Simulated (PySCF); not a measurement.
Compound: C₅H₃FNO (doublet state).
Z-matrix (Å and degrees, GFN2-xTB geometry), rows numbered from 1:
```
N 
C   1  1.2160
C   2  1.3475  1  159.25
C   3  1.4117  2  129.02  1    84.05
C   4  1.4036  3  106.23  2   173.52
C   5  1.3618  4  105.78  3    -0.58
F   6  1.3269  5  130.71  4  -179.98
O   6  1.3485  5  113.17  4     0.03
H   1  1.0173  2  121.78  3  -171.30
H   4  1.0687  3  125.68  2    -7.38
H   5  1.0696  4  127.60  3   179.49
```

The hyperfine couplings belong to this conformer and change with its torsions.

The species is `[H]/N=[C]/c1ccc(F)o1` [radical].

Computed with UKS B3LYP, pcH-1 on C F H N O, non-relativistic, mean-field spin-orbit, GIAO (PySCF). Isolated species at its GFN2-xTB geometry (one conformer only). Couplings are sensitive to structure, and on GFN2-xTB geometries they can be far from those on DFT ones. The frame is twisted about the C2–C3 bond at this geometry (dihedral N1–C2–C3–C4 = 84°); couplings at other torsion angles weren't computed. The SCF solution wasn't tested for stability. ⟨S²⟩ is 0.773 where a pure state has 0.75.

(1) What is the g tensor, term by term?

(2) What are the electron Larmor frequencies g μB B/h along the three axes at 340 mT?

(3) How much does each term add to the isotropic shift?

(4) What effective moment and Curie constant follow for a powder?

(5) In a frozen sample, at which fields do the three g values resonate at 9.5, 34, 94 and 263 GHz (hyperfine left aside), and which band first spreads them over more than twice a line width of 0.3 mT?

Results:

(1) 
| Δg (ppm) | 1 | 2 | 3 |
| --- | --- | --- | --- |
| relativistic mass correction | -194 | -194 | -194 |
| gauge correction | 40 | 9 | -13 |
| orbital Zeeman/spin–orbit | -2186 | 14 | 1556 |
| total | -2339 | -171 | 1349 |

So g = 1.99998, 2.00215, 2.00367 and g_iso = 2.00193; the tensor is rhombic: the two nearest values differ by 41 % of g3 − g1. Axes: g1 points within 8° of the C2–C3 bond and g3 points within 5° of the C5–C6 bond.

(2) 9.5174, 9.5277, 9.5349 GHz for g1, g2 and g3, a range of 17.6 MHz.

(3) The orbital-Zeeman/spin–orbit term -206, the mass correction -194 and the gauge correction 12 ppm, for a total of -387 ppm. The mass correction is the same along every axis, so the anisotropy comes from the other two: their spans along these axes are 53 (gauge) and 3742 ppm (orbital Zeeman/spin–orbit).

(4) With the mean of g² = 4.0077 and S(S+1) = 0.75: μ_eff = √(⟨g²⟩S(S+1)) = 1.734 μB and χT = 0.12505·⟨g²⟩·S(S+1) = 0.376 cm³ K/mol (cgs; spin-Hamiltonian part alone).

(5) 
```json
{"band": "X", "GHz": "9.5", "B(g3) mT": "338.76", "B(g2) mT": "339.01", "B(g1) mT": "339.38", "spread mT": "0.62"}
{"band": "Q", "GHz": "34.0", "B(g3) mT": "1212.39", "B(g2) mT": "1213.31", "B(g1) mT": "1214.62", "spread mT": "2.24"}
{"band": "W", "GHz": "94.0", "B(g3) mT": "3351.90", "B(g2) mT": "3354.44", "B(g1) mT": "3358.08", "spread mT": "6.18"}
{"band": "J", "GHz": "263.0", "B(g3) mT": "9378.18", "B(g2) mT": "9385.30", "B(g1) mT": "9395.47", "spread mT": "17.29"}
```

The spread grows in proportion to the frequency. X band is the first where it exceeds 0.6 mT.

Largest spin populations (Mulliken): C2 (+0.45), C4 (+0.42), C6 (+0.25) and C3 (-0.15). Three atoms exceed +0.15. The positive populations add up to 1.29 and the negative ones to -0.29, together 2S = 1.

The HOMO–LUMO gaps are 3.05 eV among the α and 4.99 eV among the β orbitals.

Hardware: one thread of an Arm Neoverse V1, shared host with 32 logical CPUs at a one-minute load of 27. Cost: 56 s (grids of density and orbitals included), 0.87 GiB resident at most.
